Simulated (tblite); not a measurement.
Compound: C5H4FN2 (charge -1).
Z-matrix (Å and degrees, GFN2-xTB geometry), rows numbered from 1:
```
C 
N   1  1.2704
C   2  1.3601  1  123.71
C   3  1.4036  2  123.13  1   179.81
N   4  1.3364  3  112.37  2   179.96
C   5  1.3471  4  104.03  3     0.04
F   6  1.3752  5  119.50  4   179.95
C   6  1.3664  5  114.95  4    -0.02
H   1  1.0965  2  126.01  3     0.07
H   1  1.0850  2  118.02  3  -179.98
H   4  1.0776  3  127.19  2    -0.12
H   8  1.0756  3  128.92  2     0.14
```

Computed geometry: GFN2-xTB, gas phase.

Take the most abundant isotopes and a rigid rotor. The values belong to one conformer with, in the numbering `[CH2:1]=[N:2][c:3]1[cH:4][n-:5][c:6]([F:7])[cH:8]1`, C1–N2–C3–C4 180°.

Task: Give the principal moments of inertia and the rotational constants in cm⁻¹.

Result: Ia = 86.36, Ib = 366.32, Ic = 452.67 u·Å²; 505379 MHz·u·Å²/I gives 5852, 1380 and 1116 MHz, that is A = 0.19521, B = 0.04602, C = 0.03724 cm⁻¹.

Task: What kind of rotor is it?

Result: An asymmetric top: κ = (2 × 1380 − 5852 − 1116)/(5852 − 1116) = -0.89.

Task: Is it planar, by Δ = Ic − Ia − Ib?

Result: Planar: Δ = Ic − Ia − Ib = 0.00 u·Å². For a rigid frame Δ = −2 Σ m c², so it vanishes when all atoms lie in the ab plane; here none is more than 0.01 Å from it.

Task: Give the coordinates in the principal-axis frame, origin at the centre of mass.

Result: The sense of each axis is arbitrary; atoms in the order of the calculation.
| atom | mass (u) | a (Å) | b (Å) | c (Å) |
| --- | --- | --- | --- | --- |
| C1 | 12.000 | 2.905 | -0.801 | 0.001 |
| N2 | 14.003 | 2.192 | 0.251 | -0.001 |
| C3 | 12.000 | 0.832 | 0.240 | -0.001 |
| C4 | 12.000 | 0.055 | 1.409 | 0.001 |
| N5 | 14.003 | -1.255 | 1.150 | 0.000 |
| C6 | 12.000 | -1.322 | -0.196 | 0.000 |
| F7 | 18.998 | -2.551 | -0.813 | 0.000 |
| C8 | 12.000 | -0.113 | -0.833 | -0.001 |
| H9 | 1.008 | 2.533 | -1.832 | 0.003 |
| H10 | 1.008 | 3.984 | -0.685 | 0.001 |
| H11 | 1.008 | 0.410 | 2.427 | 0.003 |
| H12 | 1.008 | 0.069 | -1.893 | 0.001 |

Task: Where do the levels up to J = 4 lie, in MHz?

Result: Above 0(0,0):
J = 1: 1(0,1) 2496, 1(1,1) 6969, 1(1,0) 7232
J = 2: 2(0,2) 7477, 2(1,2) 11698, 2(1,1) 12487, 2(2,1) 25905, 2(2,0) 25916
J = 3: 3(0,3) 14920, 3(1,3) 18784, 3(1,2) 20363, 3(2,2) 33393, 3(2,1) 33449, 3(3,1) 56421, 3(3,0) 56421
J = 4: 4(0,4) 24793, 4(1,4) 28220, 4(1,3) 30850, 4(2,3) 43369, 4(2,2) 43536, 4(3,2) 66427, 4(3,1) 66429, 4(4,1) 98636, 4(4,0) 98636
Those of J = 1 are B + C, A + C and A + B.

Task: Estimate the classical rotational partition function at 10 K, 50 K and 200 K.

Result: Point group Cs, symmetry number σ = 1; q = (√π/σ)·√((kT/h)³/(ABC)), k/h = 20836.6 MHz/K: 1780 at 10 K, 19900 at 50 K, 159000 at 200 K.

Its GFN2-xTB frequencies are all real (lowest 121 cm⁻¹). Zero-point vibration and centrifugal distortion are left out.
